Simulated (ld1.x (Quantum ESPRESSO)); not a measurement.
Which change was made? (Ir, TM semilocal)

iridium, norm-conserving Troullier–Martins (semilocal form), made with ld1.x (Quantum ESPRESSO) 7.5 (PBE, scalar-relativistic). Core [Kr] 4d10 4f14 5s2, reference 5p6 5d7 6s2 6p0. Waves: 6s (bound): rc 1.95 bohr; 5p (bound): rc 1.10 bohr; 5d (bound): rc 2.30 bohr. Local part: the d channel. Core correction: none.

Cutoffs, loose and tight: the cutoffs (Ry, on a coarse ladder) from which the occupation-weighted sum of valence levels, in a spherical-Bessel basis at the reference potential, stays within 10 and 1 mRy of its value at 400 Ry. They do not see the model core or the augmentation charge, which bear on the density cutoff. Test errors are all-electron minus pseudo excitation energies from the reference, over the configurations 5p6 5d7 6s1 6p0; 5p6 5d7 6s0 6p0; 5p6 5d6 6s0 6p0; 5p6 5d7.5 6s1.5 6p0; 5p6 5d7 6s1 6p1; 5p6 5d5 6s0 6p0; 5p6 5d6 6s2 6p0; variants that change the core or the reference have their own tests.

The base gives: outcome: generated; cutoff, loose: 140 Ry; cutoff, tight: 200 Ry; bound ghosts: none; largest test error (meV): +29.

Question: After one change the result is: outcome: generated; cutoff, loose: 140 Ry; cutoff, tight: 200 Ry; bound ghosts: none; largest test error (meV): -47. Which change was it?
A. wave 5d (bound): rc 2.30 bohr becomes 5d (bound): rc 1.98 bohr
B. wave 5d (bound): rc 2.30 bohr becomes 5d (bound): rc 3.18 bohr
C. wave 5d (bound): rc 2.30 bohr becomes 5d (bound): rc 2.42 bohr
D. wave 5d (bound): rc 2.30 bohr becomes 5d (bound): rc 2.70 bohr

Answer: D. The others give: wave 5d (bound): rc 2.30 bohr becomes 5d (bound): rc 1.98 bohr → outcome: generated; cutoff, loose: 140 Ry; cutoff, tight: 200 Ry; bound ghosts: none; largest test error (meV): +50 | wave 5d (bound): rc 2.30 bohr becomes 5d (bound): rc 2.42 bohr → outcome: generated; cutoff, loose: 140 Ry; cutoff, tight: 200 Ry; bound ghosts: none; largest test error (meV): -24 | wave 5d (bound): rc 2.30 bohr becomes 5d (bound): rc 3.18 bohr → outcome: generated; cutoff, loose: 140 Ry; cutoff, tight: 200 Ry; bound ghosts: none; largest test error (meV): -157.
